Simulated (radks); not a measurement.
Excited configurations of the niobium ion Nb+: one electron is placed in a higher orbital outside [Kr] 4d3. The ground configuration is [Kr] 4d4. Calculated with a radial shooting solver on a logarithmic mesh with Libxc functionals: Dirac Kohn-Sham, PBE, spin-unpolarised, spherical densities, finite nucleus; open shells fill j = l - 1/2 first; Fermi nuclear charge, rms radius 4.324 fm. Excitation = E - E(ground); binding = E(ion) - E, where the ion is the core of charge +2; n* = 2/sqrt(2 binding) in atomic units, and the quantum defect is n - n*.

| outer orbital | excitation (eV) | binding (eV) | quantum defect | eigenvalue (eV) | <r> (bohr) |
|---|---|---|---|---|---|
| 4f5/2 | 10.514 | 3.566 | 0.093 | -2.495 | 8.438 |
| 5p1/2 | 4.336 | 9.743 | 2.637 | -7.191 | 4.008 |
| 5f5/2 | 11.642 | 2.437 | 0.275 | -1.819 | 14.29 |
| 6s1/2 | 8.062 | 6.018 | 2.993 | -4.748 | 7.059 |
| 6p1/2 | 9.213 | 4.867 | 2.656 | -3.803 | 8.309 |
| 6d3/2 | 10.868 | 3.212 | 1.883 | -2.471 | 11.86 |
| 7s1/2 | 10.595 | 3.485 | 3.048 | -2.783 | 12.19 |

The Delta-SCF ionisation energy is 14.080 eV (NIST Atomic Spectra Database: 14.320 eV, semi-empirical). Self-interaction in the functional shifts the binding energies and quantum defects, so they are the method's values and not measured ones. Spin polarisation and multiplet splitting are left out, so open shells lie too high by an amount that depends on their filling.

Beside tabulated values, note that spin-unpolarised runs miss the spin-polarisation part of the exchange energy of open shells.
